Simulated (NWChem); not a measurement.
## Correlation energy of HBCl

SMILES: [BH]Cl
```xyz
3

B      1.1530    -0.4627     0.0000
Cl    -0.4637     0.1207     0.0000
H      2.1185     0.2615     0.0000
```
Charge 0, spin multiplicity 2.

Program: NWChem. The geometry was optimised at UPBE0/def2-SVP, a minimum by its harmonic frequencies.

Basis set: 3-21G. Each correlation energy counts from its own Hartree-Fock reference.

The correlated methods keep 6 core orbitals frozen. The structure started from a generated list of species. The unpaired electrons of the parent sit in orbitals of symmetry a' (Cs labels of the run); other states weren't searched. The stability of the SCF solutions was not checked. Open-shell Hartree-Fock references start from PBE0 orbitals. No row is a measurement; the coupled-cluster row has its own basis-set and correlation limits.

```
method           correlation energy (mHa)
---------------  ------------------------
UMP2                                -83.8
SCS-UMP2                              ___
CCSD on UHF                           ___
CCSD[T] on UHF                     -102.8
CCSD(T) on UHF                     -102.2
CCSD on ROHF                       -100.4
CCSD[T] on ROHF                    -103.7
CCSD(T) on ROHF                    -103.0
CCSDT on ROHF                      -103.5
```

Problem. Fill in the missing entries.

Solution. 
- SCS-UMP2, correlation energy (mHa): -84.7
- CCSD on UHF, correlation energy (mHa): -99.7
